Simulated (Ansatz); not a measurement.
C$_{4}$H$_{11}$NOSi (SMILES C=C[SiH](O)N(C)C), singlet, geometry from GFN2-xTB, with bond 16-7 at 1.4 times its length; CASSCF(4,6)/STO-3G (Ansatz, a program for electronic structure).

Input for Ansatz:
Ansatz 0.2 input:
```yaml
crystal:
  periodic: [false, false, false]
  atoms:
    - {symbol: Si, position_ang: [-0.02388558, -0.15133787, 0.73205206]}
    - {symbol: O, position_ang: [-0.40093922, 1.26067845, 1.45014399]}
    - {symbol: C, position_ang: [1.81327511, -0.34627676, 0.36202258]}
    - {symbol: C, position_ang: [2.70590330, 0.62743415, 0.43288370]}
    - {symbol: N, position_ang: [-0.85216375, -0.23310173, -0.78075362]}
    - {symbol: C, position_ang: [-2.25351640, 0.10657739, -0.84958560]}
    - {symbol: C, position_ang: [-0.46757085, -1.14771970, -1.82708155]}
    - {symbol: H, position_ang: [-0.45064669, -1.07773363, 1.78465882]}
    - {symbol: H, position_ang: [-0.21766207, 2.08566570, 1.00816229]}
    - {symbol: H, position_ang: [2.16911268, -1.33859085, 0.11463346]}
    - {symbol: H, position_ang: [3.75812169, 0.47367064, 0.24275127]}
    - {symbol: H, position_ang: [2.42360480, 1.63539455, 0.69279250]}
    - {symbol: H, position_ang: [-2.89095996, -0.78098124, -0.75695385]}
    - {symbol: H, position_ang: [-2.50096780, 0.79286248, -0.04484101]}
    - {symbol: H, position_ang: [-2.47391211, 0.58562807, -1.80834789]}
    - {symbol: H, position_ang: [1.03110021, -1.39570111, -1.76633463]}
    - {symbol: H, position_ang: [-0.98824066, -2.10986921, -1.74121297]}
    - {symbol: H, position_ang: [-0.71284732, -0.71627332, -2.80199202]}
basis:
  gaussian:
    orbitals: STO-3G
hamiltonian:
  xc: hf
magnetization: {spin_polarized: false}
correlation: {active_space: {window: {electrons: 4, orbitals: 6}}}
```

The log (banner, timings and long lists left out):

```
Functional definition: HF
676 factors; integrals over basis functions are off by at most 4.0e-5 eV
mean field evaluation 1: about -15483.7369 eV, gradient 2.6e1 eV
mean field evaluation 2: about -15484.0442 eV, gradient 2.6e1 eV
mean field evaluation 4: about -15486.5321 eV, gradient 1.7e0 eV
mean field evaluation 8: about -15486.5435 eV, gradient 3.2e-5 eV
mean field -15486.54349614 eV, -569.1199763268 hartree, gradient 1.5e-6 eV, S^2 0.000000; 0 other end points of the search recorded, 0 dependent functions left out
reference -15486.54349614 eV, -569.1199763268 hartree; 32, 32 occupied and 18, 18 virtual orbitals, 676 factors
state -15488.77685410 eV, -569.2020507183 hartree
1 active orbitals were swapped for others, from the solution at -15488.77670743 eV, -569.2020453280 hartree to that at -15488.77685410 eV, -569.2020507183 hartree; typed "places" are swapped only where nearly empty or full, and so, without "given_window_search", are "orbital_numbers", "shells" and a window whose orbitals a file names under [Active]
Total energy: -15488.77685410 eV, -569.2020507183 hartree
```
